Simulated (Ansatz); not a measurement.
Computed with Ansatz on PBE0-D4/def2-TZVP structures; ΔE is electronic, products minus reactants. CBS: MP2 limit from def2 TZ/QZ plus the TZ coupled-cluster correction, frozen cores. This one scheme is used for every species. DFT in def2-TZVPP. def2 core potentials past Kr. For Mo outer-core shells are correlated without core-valence functions, which leaves a few kJ/mol of doubt a bond. One conformer a species, not always the lowest.

`[F][Mo]([F])([F])([F])=[S]` + H₂O → `[OH][Mo]([F])([F])([F])=[S]` + H–F  (formal hydrolysis of a Mo–F bond)

| level | ΔE (eV) |
| --- | --- |
| LDA (SPW92) | 0.24 |
| PBE0-D4 | 0.25 |
| r2SCAN0-D4 | 0.27 |
| BHLYP-D4 | 0.26 |
| CCSD(T)/def2-SVP | 0.24 |
| MP2/def2-TZVPP | 0.19 |
| MP2/CBS(def2) | 0.19 |
| CCSD/CBS(def2) | 0.24 |

**Question.** What does CCSD(T)/CBS give? (Best estimate.)

**Answer.** Ansatz gave: +0.23 eV. The listed levels differ from it by 0.01, 0.02, 0.04, 0.03, 0.01, -0.04, -0.04, 0.01 eV.

Largest T1 diagnostic among the species: 0.024, so the coupled-cluster value is less sure than usual.

Leaving LDA and LC-ωPBE aside and taking each functional with its dispersion term where it has one, the values, not all of them listed here, spread over 0.11 eV, from PBE-QIDH to B97M-V. LDA lies −0.07 eV from PBE without D4. From PBE to PBE0 (25 % exact exchange), in def2-TZVPP and without D4, ΔE moves by −0.03 eV.
